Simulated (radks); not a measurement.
Values are calculated unless marked as measured or tabulated.
Mean orbital radii <r> (bohr) of the indium ion In+, [Kr] 4d10 5s2, at several levels of relativity; Dirac values are averaged over j with weights 2j + 1. Spin-unpolarised spherical Kohn-Sham, LDA (Slater exchange, Perdew-Wang correlation), point nucleus unless stated (finite: rms radius 4.6156 fm), a radial shooting solver on a logarithmic mesh with Libxc functionals. A level marked "c x" has the speed of light scaled by that factor.

shell  non-rel.  scalar-rel.  scalar-rel., finite nucleus    Dirac  change of magnitude, last against first (%)
1s      0.03108      0.02974                      0.02974  0.02974                                        -4.31
2s       0.1344       0.1286                       0.1286   0.1282                                        -4.62
2p       0.1147       0.1122                       0.1122   0.1120                                        -2.31
3s       0.3623       0.3492                       0.3492   0.3489                                        -3.69
3p       0.3534       0.3476                       0.3476   0.3472                                        -1.73
3d       0.3246       0.3246                       0.3246   0.3246                                        +0.02
4s       0.8785       0.8476                       0.8476   0.8477                                        -3.51
4p       0.9350       0.9216                       0.9216   0.9213                                        -1.46
4d        1.168        1.180                        1.180    1.181                                        +1.07
5s        2.559        2.464                        2.464    2.465                                        -3.68
